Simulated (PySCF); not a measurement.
**Orbital energies, ionisation energy and electron affinity**

C9H8.
Structure used (PBE0-D3(BJ)/def2-SVP), in Å, numbered top down from 1:
```
atom  x, y, z in Å
C1     2.3125    0.2519   -2.8630
C2     1.3230    0.1202   -2.1700
C3     0.1521   -0.0308   -1.3945
C4     0.1278   -0.1365   -0.0335
C5     1.3543   -0.0967    0.6978
C6     2.3968   -0.0615    1.3172
C7    -1.1370   -0.2914    0.7133
C8    -1.1299   -0.3974    2.0532
C9    -2.4185   -0.3250   -0.0660
H10    3.1920    0.3670   -3.4689
H11   -0.7920   -0.0624   -1.9445
H12    3.3264   -0.0299    1.8548
H13   -2.0629   -0.5108    2.6102
H14   -0.1970   -0.3729    2.6203
H15   -3.2783   -0.4406    0.6067
H16   -2.5621    0.6017   -0.6449
H17   -2.4328   -1.1622   -0.7824
```

Level: CAM-B3LYP/def2-SVPD (PySCF). Frontier orbitals with their largest atomic shares (Löwdin; up to four atoms above 4 %):

| orbital | ε (eV) | main atoms |
| --- | --- | --- |
| HOMO−3 | -9.57 | C6 28 %, C5 27 %, C1 12 %, C2 11 % |
| HOMO−2 | -9.34 | C1 31 %, C2 30 %, C5 14 %, C6 14 % |
| HOMO−1 | -9.14 | C7 20 %, C6 20 %, C8 20 %, C5 19 % |
| HOMO | -7.64 | ? |
| LUMO | -0.91 | C3 20 %, C4 17 %, C8 13 %, C1 12 % |
| LUMO+1 | 1.27 | C9 18 %, C8 9 %, C3 8 %, H11 7 % |
| LUMO+2 | 1.55 | C7 24 %, C8 18 %, C6 15 %, C5 12 % |

Problem. What vertical ionisation energy does ΔSCF give, and how far is −ε(HOMO) from it?

Solution. ΔSCF: 8.24 eV (795 kJ/mol; threshold wavelength 151 nm); ⟨S²⟩ of the doublet left behind is 0.794, against 0.75 for a pure doublet. −ε(HOMO) is 7.64 eV, 0.60 eV below it. For the exact functional −ε(HOMO) would equal the first vertical ionisation energy; CAM-B3LYP (range-separated hybrid) falls short of its own ΔSCF value by 7 %.

Problem. On which atoms does the HOMO lie?

Solution. C3 (alkene CH carbon) 17 %, C1 (terminal alkyne carbon) 16 %, C4 (fully substituted alkene carbon) 14 %, C8 (terminal =CH2 carbon) 13 %, so no atom holds as much as 40 %. The HOMO−1 lies 1.50 eV lower.

Problem. And the vertical electron affinity, the fundamental gap, Mulliken's electronegativity and the hardness (with the factor ½)?

Solution. EA = 0.35 eV by ΔSCF (−ε(LUMO) = 0.91 eV). IE − EA = 7.89 eV against an orbital gap of 6.73 eV; (IE + EA)/2 = 4.29 eV; (IE − EA)/2 = 3.95 eV. Parr's electrophilicity index (IE + EA)²/[8(IE − EA)] is 1.17 eV.

Problem. How many of the 10 lowest singlet excitations (vertical TDDFT, same level) lie below the ionisation energy?

Solution. All 10; they run from 4.47 to 7.07 eV.

Problem. What kinetic energy would electrons from this vertical process carry with He II light (40.814 eV)?

Solution. 40.81 − 8.24 = 32.57 eV.

Isolated species at its PBE0-D3(BJ)/def2-SVP geometry (one conformer only).

The run behind these numbers computed excited states and ΔSCF ions as well. Time: 3.2 min. Hardware: one thread, Arm Neoverse V1, shared host.
